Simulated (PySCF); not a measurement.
## Bonding in `CO[C@@]1(C)C[C@]1(C)C(=O)Cl`

Species: C7H11ClO2.
SMILES with atom numbers: `[CH3:1][O:2][C@@:3]1([CH3:4])[CH2:5][C@:6]1([CH3:7])[C:8](=[O:9])[Cl:10]` (hydrogens: H11, H12, H13 on C1; H14, H15, H16 on C4; H17, H18 on C5; H19, H20, H21 on C7)

Geometry (GFN2-xTB, Å), atoms numbered from 1 in this order:
```
atom  x, y, z in Å
C1     1.687   -1.621    0.292
O2     1.320   -0.663   -0.683
C3     0.573    0.412   -0.222
C4     1.181    1.179    0.930
C5    -0.221    1.110   -1.269
C6    -0.974    0.223   -0.302
C7    -1.481   -1.111   -0.821
C8    -1.824    0.752    0.761
O9    -2.498    0.131    1.519
Cl10  -1.854    2.536    0.900
H11    0.823   -1.945    0.880
H12    2.459   -1.236    0.963
H13    2.086   -2.469   -0.262
H14    2.235    1.350    0.717
H15    0.693    2.139    1.052
H16    1.097    0.626    1.864
H17   -0.346    2.178   -1.191
H18   -0.140    0.735   -2.278
H19   -1.781   -1.751    0.007
H20   -2.345   -0.956   -1.464
H21   -0.700   -1.605   -1.393
```

Bond orders from the PBE0/pcSseg-1 density (PySCF). Geometry: GFN2-xTB, one conformer, isolated molecule.

How far do the computed orders between heavy atoms stray from the drawn ones?

The largest departure is 0.210, at C6–C3 (drawn single, 0.790). Drawn single, order below 0.88: C6–C3 (0.790).

Give the Mayer order of every bond between heavy atoms, beside its length.

```tsv
bond	drawn as	length (Å)	Mayer order
C1–O2	single	1.415	0.903
O2–C3	single	1.388	0.981
C3–C4	single	1.512	1.037
C3–C5	single	1.488	0.940
C5–C6	single	1.512	0.889
C6–C7	single	1.519	1.047
C6–C8	single	1.460	0.943
C8–O9	double	1.190	2.065
C8–Cl10	single	1.790	0.940
C6–C3	single	1.561	0.790
```

Bonds between the same two heavy elements. C–O: lowest C1–O2 (0.903, 1.415 Å), highest C8–O9 (2.065, 1.190 Å). C–C: lowest C6–C3 (0.790, 1.561 Å), highest C6–C7 (1.047, 1.519 Å); in 5 of the 15 pairs the longer bond (by over 0.003 Å) has the higher order (by 0.02 or more).

And the bonds to hydrogen?

C–H: 0.93 to 0.97 (11 bonds).

Sum the orders of all bonds at each heavy atom with more than one neighbour and set the sums beside the valence in the SMILES.

C1 3.792 (drawn 4), O2 1.884 (drawn 2), C3 3.748 (drawn 4), C4 3.872 (drawn 4), C5 3.701 (drawn 4), C6 3.669 (drawn 4), C7 3.896 (drawn 4), C8 3.948 (drawn 4). Orders between atoms that aren't bonded are not in these sums.

The Mayer order sums products of elements of PS (density times overlap matrix) between the two atoms' basis functions, so it depends on the basis set.

The run behind these numbers computed NMR shieldings as well. The run took about 2.2 min of CPU time (one thread, shared machine).
